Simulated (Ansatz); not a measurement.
`CCC(C)(CC(C)(CC(C)(C)C(=O)OCc1ccccc1)C(=O)OC)C(=O)OC1CCOC1=O` with charge -1. Total charge -1; doublet. Geometry PBE-D4/def2-SVP, that of the neutral singlet; atoms count from 1.

Cartesian coordinates in Å:
```
C -3.144 2.545 -2.305
C -3.675 2.177 -0.920
C -2.634 1.702 0.156
C -3.430 1.288 1.405
C -1.784 0.554 -0.439
C -0.828 -0.270 0.484
C 0.082 0.635 1.325
C -0.038 -1.175 -0.517
C 1.096 -2.136 -0.047
C 2.426 -1.408 0.267
C 0.689 -3.033 1.129
C 1.404 -3.050 -1.249
O 1.430 -4.267 -1.222
O 1.680 -2.319 -2.359
C 2.081 -3.061 -3.541
C 3.570 -3.301 -3.553
C 4.441 -2.335 -4.095
C 5.829 -2.533 -4.075
C 6.362 -3.703 -3.510
C 5.502 -4.670 -2.966
C 4.114 -4.471 -2.985
C -1.706 -1.193 1.341
O -2.530 -1.966 0.886
O -1.484 -1.064 2.675
C -2.281 -1.914 3.509
C -1.738 2.916 0.404
O -0.807 3.261 -0.301
O -2.148 3.642 1.487
C -1.436 4.872 1.732
C -0.386 4.708 2.823
C -1.223 4.883 4.097
O -2.278 5.798 3.737
C -2.470 5.813 2.382
O -3.335 6.455 1.843
H -2.370 3.336 -2.256
H -2.698 1.674 -2.825
H -3.972 2.918 -2.940
H -4.420 1.356 -1.009
H -4.224 3.041 -0.487
H -4.123 2.093 1.714
H -2.776 1.062 2.268
H -4.027 0.383 1.179
H -1.158 0.989 -1.242
H -2.476 -0.170 -0.916
H 0.719 0.047 2.009
H 0.727 1.250 0.668
H -0.509 1.320 1.964
H 0.390 -0.509 -1.292
H -0.808 -1.789 -1.029
H 3.247 -2.145 0.383
H 2.361 -0.835 1.210
H 2.706 -0.715 -0.550
H 0.553 -2.434 2.049
H -0.253 -3.574 0.916
H 1.471 -3.793 1.320
H 1.774 -2.417 -4.388
H 1.519 -4.015 -3.570
H 4.022 -1.418 -4.541
H 6.498 -1.773 -4.506
H 7.451 -3.862 -3.496
H 5.916 -5.589 -2.523
H 3.434 -5.215 -2.544
H -2.091 -2.981 3.275
H -3.361 -1.712 3.357
H -1.987 -1.687 4.549
H -1.048 5.267 0.774
H 0.357 5.527 2.734
H 0.153 3.744 2.766
H -0.667 5.322 4.948
H -1.682 3.925 4.427
```

Single mean-field runs in def2-SVP are fitted with def2-universal-jkfit. The highest occupied level of the charge -1 doublet lies above zero (up to 1.70 eV). By energy differences it is unbound by 0.58 eV (vertical, against the charge 0 singlet, at PBE0-D4/def2-SVP) and held by the finite basis.

Q: Estimate the Mulliken populations of the heavy atoms from the PBE0/def2-SVP orbitals of Ansatz.

A: 
```tsv
atom	charge (e)	spin (α − β)
C1	-0.06	0.00
C2	-0.05	0.01
C3	-0.42	-0.01
C4	0.06	0.00
C5	0.09	0.00
C6	-0.41	0.00
C7	0.07	0.00
C8	0.09	0.00
C9	-0.42	0.00
C10	0.02	0.00
C11	0.05	0.00
C12	0.32	0.02
O13	-0.27	0.01
O14	-0.35	0.01
C15	0.25	0.01
C16	-0.17	0.18
C17	-0.04	0.05
C18	-0.04	-0.03
C19	-0.08	0.23
C20	-0.04	-0.01
C21	-0.03	0.03
C22	0.29	0.05
O23	-0.28	0.01
O24	-0.35	0.00
C25	0.11	0.00
C26	0.30	0.12
O27	-0.30	0.03
O28	-0.34	0.00
C29	0.00	0.03
C30	-0.06	0.00
C31	0.18	0.00
O32	-0.36	0.01
C33	0.23	0.15
O34	-0.27	0.07
```
Mulliken values depend strongly on the basis.

Q: Where does the spin sit?

A: Summed by element: C 0.85, O 0.14, H 0.01, of 1 unpaired in all. Largest on single atoms: C19 0.23, C16 0.18, C33 0.15.

Q: And the Mayer bond orders between heavy atoms (over 0.3)?

A: C1–C2 1.10 (1.53 Å); C2–C3 1.01 (1.57 Å); C3–C4 1.06 (1.54 Å); C3–C5 0.99 (1.55 Å); C3–C26 0.90 (1.53 Å); C5–C6 1.01 (1.56 Å); C6–C7 1.06 (1.53 Å); C6–C8 1.01 (1.56 Å); C6–C22 0.89 (1.54 Å); C8–C9 0.97 (1.56 Å); C9–C10 1.02 (1.55 Å); C9–C11 1.07 (1.53 Å); C9–C12 0.90 (1.54 Å); C12–O13 2.02 (1.22 Å); C12–O14 1.17 (1.36 Å); O14–C15 0.86 (1.45 Å); C15–C16 1.11 (1.51 Å); C16–C17 1.29 (1.41 Å); C16–C21 1.31 (1.41 Å); C17–C18 1.47 (1.40 Å); C18–C19 1.31 (1.40 Å); C19–C20 1.29 (1.40 Å); C20–C21 1.46 (1.40 Å); C22–O23 1.98 (1.22 Å); C22–O24 1.12 (1.36 Å); O24–C25 0.91 (1.43 Å); C26–O27 1.91 (1.22 Å); C26–O28 1.11 (1.37 Å); O28–C29 0.86 (1.44 Å); C29–C30 1.05 (1.52 Å); C29–C33 0.93 (1.54 Å); C30–C31 1.04 (1.53 Å); C31–O32 0.94 (1.44 Å); O32–C33 1.03 (1.37 Å); C33–O34 2.06 (1.20 Å).
